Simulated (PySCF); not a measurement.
Species: C₅H₆ClFO.
SMILES with atom numbers: `[F:1][C@@H:2]1[CH:3]=[C:4]([Cl:5])[CH2:6][O:7][CH2:8]1`

Geometry (GFN2-xTB, Å), atoms numbered from 1 in this order:
```
atom  x, y, z in Å
F1    -0.9724   -1.6436    1.4650
C2    -0.6500   -1.1960    0.1936
C3     0.8367   -1.0131    0.0927
C4     1.3585    0.1982   -0.0386
Cl5    3.0533    0.4436   -0.2109
C6     0.5214    1.4436   -0.0851
O7    -0.7610    1.2331    0.4449
C8    -1.3972    0.1079   -0.1049
H9    -0.9890   -1.9931   -0.4833
H10    1.4475   -1.8988    0.1635
H11    0.9746    2.2324    0.5201
H12    0.4591    1.7979   -1.1299
H13   -1.4927    0.2127   -1.1965
H14   -2.3899    0.0748    0.3472
```

Probes without a nucleus sit at each ring's centroid and 1 Å off its mean plane on both sides; NICS is minus the shielding there, NICSzz its component along the normal. Level: GIAO PBE0/pcSseg-1 (PySCF, non-relativistic, gas phase) on the GFN2-xTB geometry, one conformer.

Ring bond lengths (Å), with Mayer bond orders in brackets: C2–C3 1.501 (1.01), C3–C4 1.325 (1.78), C4–C6 1.501 (0.95), C6–O7 1.403 (0.95), O7–C8 1.405 (0.94), C8–C2 1.532 (1.00).

What do the NICS probes read (ppm)?

```json
{"ring": "C2–C3–C4–C6–O7–C8", "type": "6-membered ring with O; formal bonds 1 double, 5 single", "NICS(0)": "-1.3", "NICS(1), two faces": "-1.5 / -2.4", "NICS(1)zz, two faces": "2.1 / 0.6", "rms pucker (Å)": "0.18", "centre to ring atoms, mean (Å)": "1.41"}
```

What do they say, and how far can they be read as aromaticity?

- C2–C3–C4–C6–O7–C8: mean NICS(1)zz 1.3 ppm, near zero. C2, C6, C8 have four or more neighbours, so the value isn't read as a sign of a π ring current.

At the first NICS(1) probe listed for ring C2–C3–C4–C6–O7–C8, 1 Å off the ring, how large is the induced field along the normal in 7.05 T applied along it?

NICSzz × B0 = 2.1 ppm × 7.05 T = 15 μT, along the applied field.

Give the inner angles of the rings and the Hirshfeld charges of the ring atoms.

- C2–C3–C4–C6–O7–C8: C2 111.5° (+0.058 e), C3 120.5° (-0.077 e), C4 122.8° (+0.019 e), C6 111.9° (-0.004 e), O7 112.7° (-0.138 e), C8 112.6° (-0.005 e); sum 692.1° against 720° for a flat convex ring.

What are the shieldings of the ring atoms and their hydrogens in the same run (means over atoms taken as equivalent)?

```tsv
atoms	environment	σ isotropic (ppm)
C2	sp3 C–F carbon	100.7
C3	alkene CH carbon	58.7
C4	vinylic C–Cl carbon	33.8
C6	sp3 carbon bound to oxygen	114.9
O7	cyclic ether oxygen	303.5
C8	sp3 carbon bound to oxygen	114.5
H9	methine hydrogen	26.85
H10	vinylic hydrogen	25.32
H11	methylene hydrogen	27.43
H12	methylene hydrogen	27.67
H13	methylene hydrogen	28.17
H14	methylene hydrogen	27.21
```
